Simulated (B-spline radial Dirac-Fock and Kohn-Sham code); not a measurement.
## Magnetic form factor of the 4d shell of Mo⁴⁺

System: molybdenum as Mo⁴⁺ in the configuration [Kr] 4d2.

Input file task.json (cfg lists n, l and occupation; rrms is the nuclear radius in fm):

```json
{"items": [{
  "Z": 42,
  "q": 4,
  "cfg": [[1, 0, 2], [2, 0, 2], [2, 1, 6], [3, 0, 2], [3, 1, 6], [3, 2, 10], [4, 0, 2], [4, 1, 6], [4, 2, 2]],
  "A": 98,
  "rrms": 4.4091,
  "do": ["scatter"],
  "s": [0.0, 0.05, 0.1, 0.15, 0.2, 0.25, 0.3, 0.35, 0.4, 0.45, 0.5, 0.6, 0.7, 0.8, 0.9, 1.0, 1.1, 1.2, 1.4, 1.6, 1.8, 2.0, 2.5, 3.0, 3.5, 4.0, 5.0, 6.0],
  "pz": [0, 0.1, 0.2, 0.3, 0.4, 0.5, 0.6, 0.8, 1.0, 1.2, 1.4, 1.6, 1.8, 2.0, 2.5, 3.0, 4.0, 5.0, 7.0, 10.0, 15.0, 20.0, 30.0, 40.0, 60.0, 100.0],
  "hv_scatter": [1000, 2000, 5000, 8047.8, 100000, 200000, 500000, 1000000]
}]}
```

Run with: `python xray_run.py task.json out`

These are calculated numbers from a radial B-spline solver; the model is configuration-average Dirac-Fock orbitals. ⟨j_K⟩ is the integral of the 4d radial density with the spherical Bessel function j_K(4πsr), s = sin θ/λ.

| s (Å⁻¹) | ⟨j0⟩ | ⟨j2⟩ | ⟨j4⟩ |
| --- | --- | --- | --- |
| 0 | 1.0000 | 0.0000 | 0.0000 |
| 0.05 | 0.9518 | 0.0191 | 0.0001 |
| 0.1 | 0.8204 | 0.0689 | 0.0021 |
| 0.15 | 0.6395 | 0.1310 | 0.0092 |
| 0.2 | 0.4483 | 0.1856 | 0.0235 |
| 0.25 | 0.2783 | 0.2191 | 0.0441 |
| 0.3 | 0.1467 | 0.2275 | 0.0674 |
| 0.35 | 0.0570 | 0.2143 | 0.0890 |
| 0.4 | 0.0038 | 0.1867 | 0.1054 |
| 0.45 | -0.0218 | 0.1522 | 0.1148 |
| 0.5 | -0.0290 | 0.1168 | 0.1171 |
| 0.6 | -0.0167 | 0.0573 | 0.1052 |
| 0.7 | 0.0036 | 0.0198 | 0.0816 |
| 0.8 | 0.0185 | 0.0012 | 0.0565 |
| 0.9 | 0.0257 | -0.0051 | 0.0353 |
| 1 | 0.0269 | -0.0047 | 0.0195 |
| 1.1 | 0.0246 | -0.0014 | 0.0090 |
| 1.2 | 0.0206 | 0.0024 | 0.0028 |
| 1.4 | 0.0120 | 0.0084 | -0.0015 |
| 1.6 | 0.0054 | 0.0110 | -0.0006 |

Radial moments of the shell: ⟨r²⟩ = 2.681, ⟨r⁴⟩ = 11.84, ⟨r⁶⟩ = 79.20 in powers of bohr.
